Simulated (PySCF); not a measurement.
CH₅BS, SMILES CBS. Coordinates come from a PBE0-D3(BJ)/def2-TZVP optimisation. The values are those of a single conformer.

Give the equilibrium geometry at PBE0-D3(BJ)/def2-TZVP (PySCF confirms it by a frequency run) as Cartesian coordinates in Å, and its point group. (Estimate from the structure and the level; the computed values follow.)

One answer among several that fit: point group Cs.
```xyz
8

B     -0.6208    -0.4617     0.0000
H     -1.8158    -0.4816     0.0000
C      0.2223    -1.7718     0.0000
H     -0.0464    -2.3802    -0.8713
H     -0.0464    -2.3802     0.8713
H      1.3041    -1.6274     0.0000
S      0.2033     1.1183     0.0000
H     -0.8772     1.9158     0.0000
```
Charge 0, spin multiplicity 1.
